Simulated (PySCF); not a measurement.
SMILES Nc1ccccc1 (C6H7N), GFN2-xTB optimised geometry.

```
14

N     -1.41    -1.85     0.07
C     -0.71    -0.67     0.00
C     -1.38     0.56     0.00
C     -0.67     1.74     0.00
C      0.71     1.74     0.00
C      1.38     0.52     0.00
C      0.68    -0.67     0.00
H     -0.92    -2.68    -0.21
H     -2.38    -1.82    -0.22
H     -2.46     0.57    -0.01
H     -1.21     2.68    -0.01
H      1.26     2.66    -0.01
H      2.46     0.51     0.00
H      1.21    -1.61     0.00
```

Density from B3LYP/def2-TZVP in PySCF at that geometry.

Minimum of the electron density along straight lines between bonded atoms, close to the bond critical point (lines longer than 1.1 times the sum of covalent radii, or with two minima, are not listed):

```
bond    length / Å  ρ at the minimum / e bohr⁻³  ∇²ρ there / e bohr⁻⁵  position (fraction from the first atom)
------  ----------  ---------------------------  --------------------  ---------------------------------------
N1–C2        1.382                        0.314                 -1.00                                     0.62
C2–C3        1.395                        0.319                 -0.95                                     0.52
C3–C4        1.381                        0.325                 -0.97                                     0.50
C4–C5        1.385                        0.323                 -0.97                                     0.51
C5–C6        1.385                        0.323                 -0.97                                     0.50
C2–C7        1.395                        0.319                 -0.95                                     0.52
C6–C7        1.381                        0.325                 -0.97                                     0.50
N1–H8        1.007                        0.343                 -1.72                                     0.74
N1–H9        1.007                        0.343                 -1.72                                     0.74
C3–H10       1.081                        0.286                 -1.01                                     0.64
C4–H11       1.081                        0.289                 -1.04                                     0.64
C5–H12       1.079                        0.288                 -1.03                                     0.64
C6–H13       1.081                        0.289                 -1.04                                     0.64
C7–H14       1.081                        0.286                 -1.01                                     0.64
```
